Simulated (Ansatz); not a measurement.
```xyz
6

C     0.0000    0.0244   -0.7597
C     0.0000   -0.0244    0.7597
O     0.0000    1.0643   -1.3573
O     0.0000   -1.0643    1.3573
H     0.0000   -0.9801   -1.2524
H     0.0000    0.9801    1.2524
```

Basis set: def2-TZVP (spherical functions). Correlated methods keep 4 orbitals frozen. Charge 0, multiplicity 1.

Computed with Ansatz (development build ahead of 0.2.0); each method stands on the lowest determinant of its kind that the runs found. Restricted open shells among the atoms or ions are ROHF, correlated in semicanonical orbitals with singles.

Q: Give the atomization energy at this shape (free ground-state atoms in the same class of orbitals less the molecule, no zero-point energy) of singlet C2H2O2 by RHF-MP2, RHF.

A:

```csv
method,atomization energy
RHF-MP2,635.05 kcal/mol
RHF,434.43 kcal/mol
```
